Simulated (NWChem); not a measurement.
System: SiH₂SF₂; SMILES F[SiH](S)F

Here is an NWChem input.

```
start job
memory heap 200 mb stack 900 mb global 1100 mb
geometry units angstroms
  Si     0.018476     0.479434     0.304139
  F     -1.340057     1.140546    -0.220458
  F      1.244541     1.278737    -0.347762
  S     -0.032686    -1.545432    -0.353259
  H      0.122632     0.627360     1.767332
  H      1.152878    -1.878362     0.203978
end
basis spherical
  * library sto-3g
end
dft
  xc hfexch
  iterations 150
end
driver
  maxiter 120
end
task dft optimize
task dft freq
```

The level has its own optimisation; frequencies are unscaled.

**Question.** Predict the main results of this run. (Hartree-Fock/STO-3G.) Quantities: r F–Si (Å); r S–Si (Å); r H–Si (Å); r H–S (Å); highest harmonic frequency (cm⁻¹); lowest (cm⁻¹); zero-point energy (kcal/mol); dipole (D).

**Answer.** 
* **r F–Si (Å)**: 1.609
* **r S–Si (Å)**: 2.105
* **r H–Si (Å)**: 1.425
* **r H–S (Å)**: 1.328
* **highest harmonic frequency (cm⁻¹)**: 3283
* **lowest (cm⁻¹)**: 64
* **zero-point energy (kcal/mol)**: 18.3
* **dipole (D)**: 1.81
